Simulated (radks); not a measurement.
Results of a calculation; reference values are marked as such.
Ru2+, 42 electrons, occupied as [Kr] 4d3.5 5p2.5 (fractional occupations, a model configuration).

Code: a radial shooting solver on a logarithmic mesh with Libxc functionals. Model: scalar-relativistic Kohn-Sham, PBE, spin-polarised, spherical densities, point nucleus; open shells are filled with parallel spins first (spin-orbit coupling, left out, can overturn this in heavy ions).

Energy parts (hartree):
| part | energy |
|---|---|
| total | -4528.70180 |
| kinetic | 4683.37924 |
| electron-nucleus | -10872.66375 |
| Hartree | 1792.82110 |
| exchange-correlation | -132.23839 |

Orbitals (lengths in bohr, moments of r in powers of bohr; <r^-3> diverges for s and p1/2; r(max) is where P^2 peaks; r(90%) holds 90 % of the orbital's charge):
orbital	occ.	eigenvalue (hartree)	<r>	<r^-3>	r(90%)	r(max)
1s up	1	-807.4974	0.03344	-	0.0599	0.02172
1s down	1	-807.4952	0.03344	-	0.0599	0.02172
2s up	1	-117.2622	0.1457	-	0.225	0.1229
2s down	1	-117.2381	0.1457	-	0.225	0.1229
2p up	3	-105.1555	0.1270	2999	0.207	0.09825
2p down	3	-105.1361	0.1270	3000	0.207	0.09824
3s up	1	-21.73946	0.4026	-	0.594	0.3615
3s down	1	-21.72535	0.4025	-	0.594	0.3616
3p up	3	-17.76333	0.4029	515.2	0.608	0.3548
3p down	3	-17.74718	0.4028	515.0	0.607	0.3549
3d up	5	-11.37224	0.3839	69.45	0.611	0.3009
3d down	5	-11.34839	0.3838	69.43	0.610	0.3011
4s up	1	-4.11162	1.003	-	1.45	0.9106
4s down	1	-3.99289	0.9993	-	1.45	0.9073
4p up	3	-2.98432	1.095	83.18	1.61	0.9737
4p down	3	-2.85883	1.090	84.49	1.60	0.9696
4d up	3.5	-1.35135	1.384	7.393	2.13	1.144
4d down	0	-1.21825	1.380	7.500	2.12	1.137
5p up	2.5	-0.68899	2.884	11.85	4.15	2.611

The highest occupied level is 5p up at -18.748 eV. The configuration is held as typed, so some empty levels lie below it. Summed over all electrons, <r^2> = 45.05 bohr^2, which gives a Langevin (diamagnetic) susceptibility term of -35.7 x 10^-6 cm^3/mol. The density falls to 0.001 e/bohr^3 at r = 4.43 bohr. Spin moment in Bohr magnetons: 6.
